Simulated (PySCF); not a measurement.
Mn(OH)3 (H3MnO3), SMILES [OH][Mn]([OH])[OH] (connectivity only; charge and spin as stated), neutral, multiplicity 5.

Coordinates come from a PBE0-D3(BJ)/def2-SVP optimisation. The spin state was assumed, not searched. The values are those of a single conformer.

Calculation: PySCF with TDA-PBE/def2-SVPD.

Vertical excitations. Isolated molecule, no solvent.

```
state    energy (eV)  λ (nm)      f                                                main pairs
-------  -----------  ------  -----  --------------------------------------------------------
root 1          1.78     696  0.000                                          α HOMO→LUMO 99 %
root 2          2.05     606  0.001                                        α HOMO−1→LUMO 97 %
root 3          2.42     512  0.002                                        α HOMO−2→LUMO 96 %
root 4          3.17     391  0.007                                        α HOMO−3→LUMO 94 %
root 5          3.69     336  0.006   α HOMO−4→LUMO 52 %, β HOMO→LUMO 30 %, β HOMO−1→LUMO 7 %
root 6          3.76     330  0.006   α HOMO−4→LUMO 8 %, β HOMO→LUMO 52 %, β HOMO−1→LUMO 35 %
root 7          3.80     326  0.005  α HOMO−4→LUMO 19 %, β HOMO−1→LUMO 53 %, β HOMO→LUMO 16 %
root 8          4.00     310  0.002                                        α HOMO−5→LUMO 92 %
root 9          4.07     304  0.003                                        β HOMO−2→LUMO 93 %
root 10         4.16     298  0.001                    β HOMO−3→LUMO 69 %, β HOMO→LUMO+1 29 %
```
Unrestricted roots are not spin-pure.
